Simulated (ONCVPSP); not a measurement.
C (Z = 6): one change to an ONCV potential, before and after

```
Element                 : carbon
Generator               : ONCVPSP 4.0.1
Type                    : optimised norm-conserving Vanderbilt (ONCV)
Functional              : LDA (Perdew-Zunger)
Relativity              : scalar-relativistic
Frozen core             : [He]
Valence charge          : 4
Reference configuration : 2s2 2p2
Partial waves           : 2s: rc 0.90 bohr, ncon 3, nbas 7, qcut 5.8 1/bohr, 1 projector; 2p: rc 2.00 bohr, ncon 4, nbas 8, qcut 5.8 1/bohr, 2 projectors, debl 0.7 Ha; d scattering state at 0.39 Ha: rc 2.10 bohr, ncon 4, nbas 7, qcut 5 1/bohr, 2 projectors, debl 1 Ha
Local potential         : polynomial inside 0.70 bohr (lpopt 5, dvloc0 3 Ha)
Core correction         : Teter function, fcfact 1.75, rcfact 1
```

All-electron outer shells of the reference configuration (LDA (Perdew-Zunger), scalar-relativistic, ld1.x):

| shell | level (eV) | outermost node (bohr) | outermost maximum (bohr) |
| --- | --- | --- | --- |
| 1s | -270.81 | – | 0.18 |
| 2s | -13.64 | 0.38 | 1.22 |
| 2p | -5.42 | – | 1.19 |

Change: s: qcut 6.3; p: qcut 6.3; d: qcut 5.4.

Cutoffs: the cutoffs (Ha) at which the residual kinetic energy of the hardest occupied pseudo-wave falls to 1 and 0.1 mHa per electron; they do not see the model core or the augmentation charge, which bear on the density cutoff. Errors are all-electron minus pseudo energies relative to the spin-unpolarised reference configuration.

**Question.** How do hardness, ghosts and transferability respond?

**Answer.** The potential gets softer (20 Ha and 83 Ha → 19 Ha and 46 Ha); the errors of the 4 common tests hardly move; neither file shows a bound ghost.

```tsv
quantity	base	changed
cutoff, loose	20 Ha	19 Ha
cutoff, tight	83 Ha	46 Ha
loose cutoff by channel	s 20 Ha, p 13 Ha	s 19 Ha, p 14 Ha
bound ghosts	none	none
GHOST(+) flags under 300 eV	none	none
error for 2s2 2p1, meV [ΔE 10.99 eV]	+43	+37
error for 2s2 2p0, meV [ΔE 35.25 eV]	+373	+329
error for 2s1 2p0, meV [ΔE 83.22 eV]	+822	+743
error for 2s2 2p1.5, meV [ΔE 4.03 eV]	+6.4	+5.5
s: phases at 0.91 bohr within 0.05 rad from the reference energy up to (Ha; the scan ends near 5)	2.7	2.8
p: phases at 2.03 bohr within 0.05 rad from the reference energy up to (Ha; the scan ends near 5)	to the end of the scan	to the end of the scan
d: phases at 2.13 bohr within 0.05 rad from the reference energy up to (Ha; the scan ends near 5)	3.4	3.6
rms error of d²Exc/dni dnj with the model core, mHa	2.55	2.58
```
